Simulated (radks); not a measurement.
Q: Species: the sulfur anion S2-. Configuration: [Ar]. All-electron calculation, non-relativistic Kohn-Sham, LDA (Slater exchange, Perdew-Wang correlation), spin-polarised, spherical densities, point nucleus; Watson sphere of charge +2.07 and radius 4.51 bohr. Program: a radial shooting solver on a logarithmic mesh with Libxc functionals. Some entries of the table are withheld. Estimate them.

| orbital | occ. | eigenvalue (eV) | <r> (bohr) | <r^2> (bohr^2) |
|---|---|---|---|---|
| 1s | 2 | -2384.286 | (1) | (2) |
| 2s | 2 | -204.9775 | 0.4832 | 0.2779 |
| 2p | 6 | (3) | (4) | (5) |
| 3s | 2 | (6) | 1.785 | 3.781 |
| 3p | 6 | -4.3979 | 2.582 | 8.506 |

A: 
(1) 1s <r> (bohr): 0.09757
(2) 1s <r^2> (bohr^2): 0.01280
(3) 2p eigenvalue (eV): -151.9420
(4) 2p <r> (bohr): 0.4441
(5) 2p <r^2> (bohr^2): 0.2468
(6) 3s eigenvalue (eV): -13.5041
